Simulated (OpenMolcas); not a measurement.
A calculation on La I.

```
Program             : OpenMolcas
Method              : SS-CASPT2, IPEA 0.25 Eh, imaginary shift 0.1 Eh (closed shells correlated: 5s 5p)
Basis               : ANO-RCC-VTZP [8s7p5d3f2g1h]
Scalar Hamiltonian  : DKH2, point nucleus
Active space        : 3 electrons in 6 orbitals (5d 6s)
State averaging     : 2S+1 = 4 even, 20 roots; 2S+1 = 2 even, 70 roots
Spin-orbit coupling : RASSI with atomic mean-field integrals over the reference wave functions, term energies averaged over their components
```

(1) Which level of the active space comes out lowest?

(2) How high does 5d2 6s 2P 1/2 lie?

(3) How high does 5d2 6s 4F 5/2 lie?

(4) How high does 5d2 6s 4F 7/2 lie?

(5) The level at 7060 cm-1 has J = 5/2. What is it made of, and what is its g factor?

Measured values: NIST Handbook of Basic Atomic Spectroscopic Data.

Answers

(1) 5d 6s2 2D 3/2, with 96 % of that term; it is also the measured ground level.

(2) 7830 cm-1 above the lowest level; measured 9044 cm-1 above the ground level, so the calculation is off by -13 %.

(3) 1934 cm-1 above the lowest level; measured 3010 cm-1 above the ground level, so the calculation is off by -36 %.

(4) 2370 cm-1 above the lowest level; measured 3495 cm-1 above the ground level, so the calculation is off by -32 %.

(5) 49 % 5d2 6s 2D 5/2, 47 % 5d2 6s 4P, 4 % 5d2 6s 2F; g = 1.378, against 1.200 from Landé's formula for the pure leading term.

CASPT2 breaks the degeneracy within a term, and the mean is taken; among the terms shown or strongly mixed into the levels shown the widest spread is 470 cm-1 (5d2 6s 4F). Over all roots computed the reference weight is 0.84 to 0.91; the roots of lowest weight are the least certain, and an intruder state may touch them. Configurations are named by rounded mean occupations; where the s occupation lies near a half they are strongly mixed, a name can repeat and a true partner stay unpaired. A single d shell beside an s shell can misplace configurations of different d count against each other. Computed and measured levels are paired by configuration, term and J; levels that our copy of the source lacks, or whose pairing is in doubt (as where it misses far off the trend of its configuration), stay unpaired and out of the deviations. Only configurations of the active space appear.
